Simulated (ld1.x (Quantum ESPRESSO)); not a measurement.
Transferability test, PAW potential for O

- Element: oxygen (O)
- Generator: ld1.x (Quantum ESPRESSO) 7.5
- Type: PAW
- Functional: PBE
- Relativity: scalar-relativistic
- Frozen core: [He]
- Valence charge: 6
- Reference configuration: 2s2 2p4
- Partial waves: 2s (bound): rcut 0.75, rcutus 0.90 bohr; 2s channel at -1.45 Ry: rcut 0.75, rcutus 0.90 bohr; 2p (bound): rcut 1.00, rcutus 1.10 bohr; 2p channel at 4.5 Ry: rcut 1.00, rcutus 1.10 bohr
- Local potential: all-electron potential smoothed inside 0.85 bohr (lloc = -1)
- Core correction: a·sin(br)/r model core, default radius (ld1.x builds one for every PAW set, though the input has nlcc=.false.)
- Augmentation charge: BESSEL, radius 0.65 bohr

Energies are relative to the spin-unpolarised reference configuration 2s2 2p4; without spin polarisation the order of configurations can differ from experiment.

```json
{"valence configuration": "2s2 2p2", "charge": "+2", "ΔE all-electron (eV)": "50.017", "error AE − PS (meV)": "-0.6"}
{"valence configuration": "2s2 2p1", "charge": "+3", "ΔE all-electron (eV)": "103.886", "error AE − PS (meV)": "-0.1"}
{"valence configuration": "2s2 2p4.3", "charge": "-0.3", "ΔE all-electron (eV)": "-2.123", "error AE − PS (meV)": "+0.2"}
{"valence configuration": "2s1 2p5", "charge": "0", "ΔE all-electron (eV)": "14.950", "error AE − PS (meV)": "-0.5"}
{"valence configuration": "2s0 2p6", "charge": "0", "ΔE all-electron (eV)": "29.937", "error AE − PS (meV)": "-1.8"}
{"valence configuration": "2s1 2p4", "charge": "+1", "ΔE all-electron (eV)": "31.659", "error AE − PS (meV)": "-1.2"}
```

**Question.** What are ΔE and the potential's error for 2s2 2p3?

**Answer.** ΔE = 16.431 eV all-electron; the error (AE − PS) is -0.6 meV.

Levels in the configuration 2s1 2p5:

| level | all-electron (eV) | pseudo (eV) |
| --- | --- | --- |
| 2s | -24.420 | -24.421 |
| 2p | -9.451 | -9.452 |
